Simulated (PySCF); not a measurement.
## How methods differ on the excitation energy of Nb⁺

Nb⁺ [Kr] 4d4 (5D) → Nb⁺ [Kr] 4d3 5s1 (5F), as a difference of total energies. Computed with PySCF 2.14 in def2-TZVPPD with the def2 core potential (28 electrons) (6s4p3d2f1g, 56 functions), with a scalar-relativistic core potential. Correlated levels: valence: 4s2 4p6 frozen. The calculations carry no spin-orbit coupling.

```csv
method,excitation energy (cm⁻¹)
UHF,244.48
MP2 (valence),1789.9
SCS-MP2 (valence),759.61
CCSD (valence),1860.2
CCSD(T) (valence),1891.2
```

Errors of the correlated levels include the incompleteness of this basis and the frozen core.

For comparison: 2625.5 cm⁻¹ (measured; NIST levels, between the centres of gravity of the two terms).
